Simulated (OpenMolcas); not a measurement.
## Sb2+: the spin-orbit constant, worked from levels

```json
{
  "Program": "OpenMolcas",
  "Basis": "ANO-RCC-VQZP [8s7p5d3f2g]",
  "Scalar Hamiltonian": "DKH2, point nucleus",
  "Active space": "1 electron in 9 orbitals (RAS2 5p; RAS3 5d 6s, at most 1 electron)",
  "State averaging": "2S+1 = 2 odd, 3 roots; 2S+1 = 2 even, 6 roots",
  "Spin-orbit coupling": "RASSI with atomic mean-field integrals over the reference wave functions, term energies averaged over their components"
}
```

Methods: RASSCF; SS-RASPT2, IPEA 0.25 Eh, imaginary shift 0.1 Eh (closed shells correlated: 4d 5s). Measured levels: Moore, Atomic Energy Levels, vol. III, NSRDS-NBS 35 (1971 reprint of NBS Circular 467, 1958).

**The spin-orbit constant.** For the Hund term 2P* of p1, E(J) = (A/2) J(J+1) + constant and ζ = 2S·A = A. From J = 1/2 to J = 3/2 the energy changes by 1.5 A.

| Source | E(3/2) - E(1/2) | A | ζ |
| --- | --- | --- | --- |
| RASSCF | 5704.3 | 3802.9 | 3803 |
| SS-RASPT2 | 5704.3 | 3802.9 | 3803 |
| measured | 6576.0 | 4384.0 | 4384 |

All in cm-1. SS-RASPT2 is off by -13.3 % and RASSCF by -13.3 %. Both methods take the spin-orbit matrix elements from the reference wave functions, so the second can move ζ only through the term energies and any multistate remixing.

With one active electron the reference holds no correlation, so core polarisation is missing (holds for RASSCF). With one active electron, CASPT2 adds the correlation within the correlated inactive shells and between them and that electron, and leaves the splitting within a term as the reference gives it (holds for SS-RASPT2). Measured partners are found by configuration, term and J. A level has none where our copy of the source lacks it or the pairing is in doubt (some pairs that miss far off the trend of their configuration count as doubtful), and it then counts in no deviation. Levels of configurations outside the active space are missing.

* marks odd parity.
